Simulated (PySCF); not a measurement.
H3O2, SMILES O[OH2+], charge +1.

Geometry optimised at B3LYP-D3(BJ)/def2-TZVP. The isomer is the one that the SMILES or the coordinates give; other isomers of the formula were not compared.

The numbers are results of B3LYP/def2-TZVPD in PySCF, not measurements.

Symmetry labels are those of the subgroup Cs that the program uses (full group Cs).

Computed valence orbital energies around the gap with their symmetry:
```
orbital  symmetry  energy (eV)
-------  --------  -----------
HOMO−7         A'      -530.92
HOMO−6         A'       -40.83
HOMO−5         A'       -34.44
HOMO−4         A"       -25.83
HOMO−3         A'       -23.80
HOMO−2         A'       -22.44
HOMO−1         A'       -18.64
HOMO           A"       -17.21
LUMO           A'        -9.17
LUMO+1         A'        -6.96
LUMO+2         A"        -5.13
LUMO+3         A'        -4.93
```
